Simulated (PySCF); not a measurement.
Bi(Me)2(OH) (C2H7BiO), SMILES [CH3][Bi]([CH3])[OH]. Heavy atoms are numbered as in [Bi:1]([CH3:2])([CH3:6])[OH:10]. Hydrogens are named by the atom that carries them.

Geometry: PBE-D3(BJ)/def2-SVP. The structure was generated by enumeration; whether it is a known compound was not checked. The def2 effective core potentials stand for the cores of Bi; spin–orbit coupling is left out. The values are those of a single conformer.

These are PBE/def2-TZVP (PySCF) values and carry that method's errors.

ESP charges are fitted to the potential on shells at 1.4 to 2.0 van der Waals radii. Atomic charges (e), one atom of each kind:

| atom | ESP fit | Löwdin | Mulliken |
|---|---|---|---|
| Bi1 | 0.51 | [?] | 0.79 |
| C2 (CH3) | -0.58 | -0.56 | -0.61 |
| H on C2 | 0.16 | 0.11 | 0.13 |
| O10 (OH) | -0.65 | [?] | -0.65 |
| H on O10 | 0.39 | [?] | 0.29 |

Task: Complete the blanks. (The exact figures need the calculation; the answer reports its results.)

Result: 
- Bi1, Löwdin: 0.75
- O10 (OH), Löwdin: -0.42
- H on O10, Löwdin: 0.14
